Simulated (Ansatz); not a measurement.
A nudged elastic band was laid between two geometries of AlH5N2O + H2 (11 atoms, charge 0, multiplicity 1).

The calculation used Ansatz, RKS PBE0/cc-pVDZ.

- movable images: 5
- climbing image: yes
- spring: 5.0 eV/Å²
- optimiser: quadratic models (default)
- start path: through a guess of the saddle point
- force threshold: 0.03 eV/Å
- iteration limit: 60
- end points: relaxed

Image 0:

```xyz
11
Properties=species:S:1:pos:R:3
Al -0.027 -0.252 -0.251
O 0.058 0.120 1.444
H -0.726 0.077 1.997
N 1.532 -0.354 -1.101
H 1.662 -0.497 -2.095
H 2.428 -0.242 -0.641
N -1.581 -0.511 -1.087
H -2.496 -0.408 -0.665
H -1.678 -0.736 -2.070
H -0.018 3.185 2.302
H 0.086 2.465 2.063
```

Image 6:

```xyz
11
Properties=species:S:1:pos:R:3
Al 0.169 0.779 -0.223
O -0.148 0.133 1.718
H -1.027 -0.149 1.307
N 1.590 -0.027 -0.979
H 1.642 -1.019 -1.190
H 2.533 0.346 -0.926
N -1.505 -0.054 -0.423
H -1.565 -0.902 -0.986
H -2.281 0.536 -0.720
H 0.174 2.367 -0.031
H -0.343 0.838 2.351
```

(1) What changes between the two ends?

(2) Give the energies along the band, and the barrier.

(3) What is the geometry of the highest image?

(4) What are the harmonic wavenumbers there?

Answers

(1) Bonds broken: H10–H11. Bonds formed: Al1–H10, O2–H11. AlH5N2O + H2 becomes AlH7N2O.

(2) The run converged. The highest image is number 4 of 0 to 6, 0.92 eV above the first end and 0.82 eV above the last; the last end lies 0.10 eV above the first. A vibrational analysis at the climbing image gives one clearly imaginary mode, 1109i cm⁻¹: a first-order saddle point. The orbitals stay closed-shell, which can raise the energy where a bond breaks towards radicals; this wasn't checked here.

| image | path coordinate (Å) | energy (eV) | H10–H11 (Å) | Al1–H10 (Å) | O2–H11 (Å) |
| --- | --- | --- | --- | --- | --- |
| 0 | 0.00 | 0.00 | 0.77 | 4.28 | 2.43 |
| 1 | 0.99 | 0.01 | 0.76 | 3.77 | 2.44 |
| 2 | 1.97 | 0.03 | 0.76 | 3.16 | 2.48 |
| 3 | 2.96 | 0.12 | 0.77 | 2.43 | 2.17 |
| 4 | 3.95 | 0.92 | 1.05 | 1.81 | 1.24 |
| 5 | 5.41 | 0.36 | 2.20 | 1.62 | 0.97 |
| 6 | 6.88 | 0.10 | 2.88 | 1.60 | 0.97 |

(3) 
```xyz
11
Properties=species:S:1:pos:R:3
Al 0.012 0.322 -0.093
O -0.039 0.111 1.794
H -0.853 -0.172 2.233
N 1.550 0.084 -0.976
H 1.762 -0.753 -1.508
H 2.415 0.542 -0.708
N -1.543 -0.208 -0.820
H -2.427 -0.241 -0.326
H -1.727 -0.107 -1.813
H 0.103 1.968 0.652
H -0.015 1.301 1.461
```

(4) 1109i, 175, 190, 211, 236, 267, 291, 310, 351, 502, 600, 642, 688, 739, 771, 880, 991, 1384, 1535, 1546, 1735, 1890, 3601, 3604, 3689, 3695, 3843 cm⁻¹.

Run time: 4.2 min on 2 threads of Arm Neoverse V1, with other jobs on the host, peak memory 0.19 GiB.
